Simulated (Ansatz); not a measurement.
Basis sets compared for the cluster Zn₇Te₆⁺ (the lowest doublet isomer of a short search). Total charge 1; doublet. Geometry PBE-D4/def2-SVP. Ansatz on 2 threads of AMD EPYC 7R13 on a shared host and a share (18 GiB) of an NVIDIA H100 80GB HBM3; times are rough, and most runs start from earlier orbitals.

```tsv
atom	x (Å)	y (Å)	z (Å)
Zn1	-0.6224	2.1211	-1.1793
Zn2	0.6345	0.0811	-2.4235
Zn3	1.1140	-0.1278	1.3406
Zn4	-0.8387	-1.8441	-0.7472
Zn5	2.8214	2.0605	-0.5272
Zn6	-0.5372	-2.0209	2.7731
Zn7	-2.0942	0.1885	0.4925
Te8	-2.1172	0.0723	-2.2641
Te9	-0.5252	2.0397	1.4041
Te10	1.6201	-1.1976	3.6099
Te11	1.3432	2.5710	-2.8605
Te12	1.7435	-1.6325	-0.8346
Te13	-2.5418	-2.3113	1.2162
```

In the def2 sets Te takes a core potential; there is no spin–orbit coupling. Single mean-field runs in def2-TZVP are fitted with def2-universal-jkfit. The structure comes from a short search, and lower isomers may exist.

| level | functions | energy (Eh) | HOMO (eV) | LUMO (eV) | wall time |
| --- | --- | --- | --- | --- | --- |
| PBE-D4/def2-SVP | 373 | -14060.5268 | -7.96 | -7.74 | 14 s |
| PBE0-D4/def2-SVP | 373 | -14060.8304 | -8.84 | -7.05 | 16 s |

(1) Estimate the rows for PBE-D4/def2-TZVP (with forces), PBE0-D4/def2-TZVP.

## Answers

(1) 
```
                         level  functions  energy (Eh)  HOMO (eV)  LUMO (eV)  wall time
PBE-D4/def2-TZVP (with forces)        636  -14062.4287      -8.12      -7.86       14 s
             PBE0-D4/def2-TZVP        636  -14062.6639      -8.94      -7.11       15 s
```
